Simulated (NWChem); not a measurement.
arsine (AsH₃); SMILES [AsH3]

```xyz
4

As     0.0058    -0.0041     0.0528
H     -1.2938     0.4134    -0.6263
H      0.8276     0.9380    -0.8199
H      0.2038    -1.1631    -0.9179
```
Atoms are numbered in this order, from 1.

The geometry was optimised at PBE0/def2-SVP.

Give the principal values of the shielding tensors (ppm) of As1 from PBE0/pcSseg-2, GIAO (NWChem), with their diamagnetic and paramagnetic parts as GIAO splits them.


```json
[
 {"atom": "As1", "σ11": "1830.0", "σ22": "1957.9", "σ33": "1958.0", "isotropic": "1915.3", "diamagnetic": "2876.2", "paramagnetic": "-960.9"}
]
```
